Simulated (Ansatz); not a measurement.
`C[B][SeH]` radical. Charge 0, multiplicity 2. Geometry: relaxed with PBE0-D4/def2-TZVP. It is one conformer, not always the lowest.

```xyz
7

C    -0.081   -0.854   -0.342
B     0.264   -0.043    0.924
Se    0.350    1.789    1.347
H     0.751   -1.517   -0.602
H    -0.320   -0.237   -1.217
H    -0.935   -1.510   -0.140
H    -0.028    2.372    0.031
```

(1) What is the dipole moment at PBE/def2-TZVPP? (Estimate.)

(2) And with r2SCAN, B3LYP, ωB97M-V? (An estimate is asked.)

(3) Give the Mulliken charges with PBE, r2SCAN, ωB97M-V in def2-TZVPP. (Best estimate.)

## Answers

(1) Ansatz gave: 1.45 D, with components (-0.40, -0.07, -1.39) D in this frame, pointing from negative to positive charge.

(2) Computed: r2SCAN 1.50 D, B3LYP 1.42 D, ωB97M-V 1.50 D.

(3) Ansatz gave: 
| atom | PBE | r2SCAN | ωB97M-V |
| --- | --- | --- | --- |
| C1 | -0.28 | -0.19 | -0.31 |
| B2 | -0.08 | -0.08 | -0.07 |
| Se3 | 0.02 | 0.03 | -0.02 |
| H4 | 0.12 | 0.08 | 0.12 |
| H5 | 0.09 | 0.06 | 0.11 |
| H6 | 0.12 | 0.08 | 0.12 |
| H7 | 0.02 | 0.02 | 0.04 |

B3LYP here is the variant with VWN-RPA as its local correlation; programs differ in this.
